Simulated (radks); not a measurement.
All-electron atom: I3+ in [Kr] 4d9 5s2 5p2 6p1 (not the ground configuration).

All-electron calculation, scalar-relativistic Kohn-Sham, HCTH/407, spin-polarised, spherical densities, finite nucleus; open shells are filled with parallel spins first (spin-orbit coupling, left out, can overturn this in heavy ions); Fermi nuclear charge, rms radius 4.75 fm. Program: a radial shooting solver on a logarithmic mesh with Libxc functionals.

Energy parts (hartree):
total: -7115.68401
kinetic: 7468.00051
electron-nucleus: -17131.30040
Hartree: 2731.49791
exchange-correlation: -183.88202

Orbitals (lengths in bohr, moments of r in powers of bohr; r(90%) holds 90 % of the orbital's charge):
| orbital | occ. | eigenvalue (hartree) | r(90%) | <1/r> |
|---|---|---|---|---|
| 1s up | 1 | -1213.560 | 0.0490 | 56.80 |
| 1s down | 1 | -1213.555 | 0.0490 | 56.80 |
| 2s up | 1 | -189.3196 | 0.181 | 13.02 |
| 2s down | 1 | -189.3026 | 0.181 | 13.02 |
| 2p up | 3 | -170.2210 | 0.167 | 12.46 |
| 2p down | 3 | -170.2053 | 0.167 | 12.46 |
| 3s up | 1 | -39.70518 | 0.461 | 4.672 |
| 3s down | 1 | -39.69358 | 0.461 | 4.672 |
| 3p up | 3 | -33.50833 | 0.468 | 4.444 |
| 3p down | 3 | -33.49504 | 0.467 | 4.444 |
| 3d up | 5 | -24.22565 | 0.452 | 4.209 |
| 3d down | 5 | -24.20821 | 0.452 | 4.209 |
| 4s up | 1 | -8.42164 | 1.06 | 1.901 |
| 4s down | 1 | -8.36861 | 1.06 | 1.900 |
| 4p up | 3 | -6.45935 | 1.14 | 1.747 |
| 4p down | 3 | -6.40650 | 1.14 | 1.747 |
| 4d up | 5 | -3.57751 | 1.35 | 1.481 |
| 4d down | 4 | -3.52059 | 1.34 | 1.485 |
| 5s up | 1 | -2.02854 | 2.47 | 0.7546 |
| 5s down | 1 | -1.91409 | 2.55 | 0.7495 |
| 5p up | 2 | -1.53367 | 2.81 | 0.6621 |
| 6p up | 1 | -0.62603 | 5.88 | 0.2997 |

The highest occupied level is 6p up at -17.035 eV. The density falls to 0.001 e/bohr^3 at r = 4.85 bohr. Spin moment in Bohr magnetons: 4. The electron density at the nucleus is 2.567e+05 e/bohr^3 (large components only). Summed over all electrons, <r^2> = 51.17 bohr^2, which gives a Langevin (diamagnetic) susceptibility term of -40.5 x 10^-6 cm^3/mol. The spin density at the nucleus is -0.7685 e/bohr^3 (1s -0.7598, 2s -0.8428, 3s 0.0308, 4s 0.6162, 5s 0.1870).

Empty levels of this run are not shown, since the potential may be unsettled where no density lies.
